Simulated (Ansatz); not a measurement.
Input for Ansatz (a quantum-chemistry and plane-wave program): R-CCSD(T)/aug-cc-pV(D+d)Z on CH8O2Si (a complex), monomers drawn apart or pushed together. Files ending in .json are basis or fitting sets from the Basis Set Exchange.

Ansatz 0.2 input:
```yaml
crystal:
  periodic: [false, false, false]
  atoms:
    - {symbol: C, position_ang: [-0.06289605, 0.09151950, 0.18393658]}
    - {symbol: O, position_ang: [-0.99763197, 0.34782817, 1.23622151]}
    - {symbol: H, position_ang: [-0.10074025, -0.95065651, -0.14280775]}
    - {symbol: H, position_ang: [0.92528051, 0.29589392, 0.59031464]}
    - {symbol: H, position_ang: [-0.23885687, 0.75136112, -0.66895246]}
    - {symbol: H, position_ang: [-1.88981927, 0.16802778, 0.92249143]}
    - {symbol: O, position_ang: [0.18630403, -1.17211053, 4.11046494]}
    - {symbol: Si, position_ang: [1.28082838, -0.37793608, 5.03950608]}
    - {symbol: H, position_ang: [-0.23460349, -0.68124236, 3.38079907]}
    - {symbol: H, position_ang: [2.37093977, 0.21896257, 4.22088859]}
    - {symbol: H, position_ang: [1.86325948, -1.37198556, 5.96662179]}
    - {symbol: H, position_ang: [0.66787574, 0.72124340, 5.82945387]}
basis:
  gaussian:
    orbitals: aug-cc-pV_D+d_Z.json
magnetization: {spin_polarized: false}
correlation: {method: ccsd_t, electrons: outside_noble_gas}
scf: {lower_state_search: off}
```

The head of its log:

```
WARN ansatz: RAYON_NUM_THREADS=1 ignored (pool sized by the plan → 1); use --threads N
Functional definition: HF
these checks for a lower state are left out or cut short: stability, starts, cluster_reference, orbital_swaps, neighbouring_geometries, increment
integrals: 0.64 GiB planned
1690 factors; integrals over basis functions are off by at most 6.6e-4 eV
mean field: 0.56 GiB planned
mean field evaluation 1: about -13090.9281 eV, gradient 4.5e1 eV
mean field evaluation 2: about -13091.0895 eV, gradient 4.5e1 eV
mean field evaluation 4: about -13095.2281 eV, gradient 3.7e0 eV
mean field evaluation 8: about -13095.2776 eV, gradient 1.9e-1 eV
mean field -13095.27772784 eV, -481.2425802002 hartree, gradient 2.9e-6 eV, S^2 0.000000; 0 other end points of the search recorded, 0 dependent functions left out
8 core orbitals not correlated
reference -13095.27772784 eV, -481.2425802002 hartree; 14, 14 occupied and 151, 151 virtual orbitals, 1690 factors
```

Question: Give the final energy of this run.

Answer: -481.9920 hartree (reference determinant -481.2426, T1 diagnostic 0.012).
